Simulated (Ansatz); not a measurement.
Basis-set extrapolation for CH5AlOS2 (PBE0-D4/def2-TZVP geometry, frozen core, Ansatz). Multiplicity 1, RHF reference.

```csv
,def2-TZVPP,def2-QZVPP
HF,-1152.668123,-1152.703111
MP2 correlation,-0.854561,-0.923384
CCSD(T) correlation,-0.946173,not run
```

Energies in hartree. Use E(X) = E(∞) + A·exp(−7.88·√X) for Hartree–Fock and E(X) = E(∞) + B·X^(−2.97) for correlation, with X = 3 and 4, and add CCSD(T) minus MP2 of the smaller set to the MP2 limit.

Q: What is the CCSD(T) energy at the basis-set limit?

A: HF limit: -1152.703111 + (-0.034988) × 0.13774 = -1152.70793. MP2 limit: -0.923384 + (-0.068823) × 0.74074 = -0.97436. Higher-order term: -0.946173 − (-0.854561) = -0.09161. Total: -1153.77390 hartree, 4.34 eV below CCSD(T)/def2-TZVPP.
